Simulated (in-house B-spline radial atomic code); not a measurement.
Response of Te6+ as one setting changes: the share of exact exchange in a PBE hybrid. A dash marks a strongly mixed or unbound state. Computed with an all-electron radial atomic-structure program (B-spline basis): linear response of the closed shell [Kr] 4d10 with the functional's adiabatic kernel; scalar-relativistic (spin-free one-electron X2C), finite nucleus, no spin-orbit coupling, no double excitations, S, P, D and F terms only; shells from n = 2 respond. Only terms of natural parity with L up to 3 were computed.

| share of exact exchange in a PBE hybrid | lowest 1P (eV) | lowest 3P, Tamm-Dancoff (eV) | minus highest occupied level (eV) | α (bohr³) |
| --- | --- | --- | --- | --- |
| 0 | 4d → 5p 50.82 | 4d → 5p 49.04 | 113.69 | 1.348 |
| 0.1 | ? | ? | ? | ? |
| 0.2 | 4d → 5p 51.77 | 4d → 5p 49.95 | 116.27 | 1.334 |
| 0.3 | 4d → 5p 52.24 | 4d → 5p 50.40 | 117.56 | 1.327 |
| 0.4 | 4d → 5p 52.71 | 4d → 5p 50.84 | 118.85 | 1.32 |
| 0.5 | 4d → 5p 53.17 | 4d → 5p 51.29 | 120.14 | 1.313 |
| 0.6 | 4d → 5p 53.64 | 4d → 5p 51.73 | 121.44 | 1.306 |
| 0.7 | 4d → 5p 54.10 | 4d → 5p 52.17 | 122.74 | 1.3 |
| 0.8 | ? | ? | ? | ? |
| 0.9 | 4d → 5p 55.01 | 4d → 5p 53.04 | 125.35 | 1.287 |
| 1 | 4d → 5p 55.47 | 4d → 5p 53.47 | 126.65 | 1.281 |

Question: What belongs in the row for 0.8?

Answer: lowest 1P (eV): 4d → 5p 54.56; lowest 3P, Tamm-Dancoff (eV): 4d → 5p 52.60; minus highest occupied level (eV): 124.04; α (bohr³): 1.293.

Question: What belongs in the row for 0.1?

Answer: lowest 1P (eV): 4d → 5p 51.29; lowest 3P, Tamm-Dancoff (eV): 4d → 5p 49.49; minus highest occupied level (eV): 114.98; α (bohr³): 1.341.
